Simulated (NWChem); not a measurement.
# C$_{2}$H$_{3}$FO$_{2}$Si; SMILES F[Si@@H]1COC1=O

```xyz
9

O      1.3264    -1.8264     0.0587
C      0.4616    -1.0184    -0.0119
O     -0.8652    -1.2760     0.2467
C     -1.5437    -0.0040     0.1212
Si     0.0616     0.8252    -0.4470
F      0.6730     1.9870     0.5019
H     -2.3696    -0.0868    -0.6012
H     -1.9456     0.3144     1.0954
H      0.1983     1.2909    -1.8519
```
Atoms are numbered in this order, from 1.

Computed with NWChem. Structure relaxed at the PBE0/def2-SVP level.

Question: What does the run give for TPSSh/def2-TZVP? Quantities: highest occupied level (eV); orbital gap (eV); dipole (D).

Answer: highest occupied level (eV): -7.08
orbital gap (eV): 5.15
dipole (D): 3.75
